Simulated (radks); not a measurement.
Spherical quantum dot in the effective-mass picture: electrons in a parabolic well V = omega^2 r^2 / 2 with omega = 0.0671, all in effective atomic units (hartree* = m*/eps^2 hartree, bohr* = eps/m* bohr), one dielectric constant everywhere. Calculated with a radial shooting solver with Libxc functionals: non-relativistic Kohn-Sham, LDA (Slater exchange, Perdew-Wang correlation), spin-polarised, spherical densities. Levels are named by radial order and angular momentum (1s, 1p, 1d, 2s, ...), and open shells are averaged over m. Results are scaled to m* = 0.518 and eps = 8.4, for which hartree* = 199.8 meV and bohr* = 0.8581 nm.

N = 23, configuration 1s2 1p6 1d10 2s2 1f(up 3, down 0). This is the lowest configuration that the search found (a dilute case). Occupied and some empty levels:

level,occupation,eigenvalue (meV),<r> (nm)
1s up,1,378.92,9.830
1s down,1,379.53,9.528
1p up,3,380.85,10.86
1p down,3,381.60,10.74
1d up,5,383.67,11.56
1d down,5,384.50,11.52
2s up,1,386.62,8.076
2s down,1,386.91,8.235
1f up,3,387.27,12.11
1f down,0,388.13,12.11
2p up,0,391.50,9.403
1g up,0,391.55,12.58
2p down,0,391.85,9.420
1g down,0,392.41,12.60
2d up,0,396.73,10.47
2d down,0,397.16,10.45

Energy (meV): total 5235.59, kinetic 151.95, external 1811.2, Hartree 3720.3, exchange-correlation -447.93.
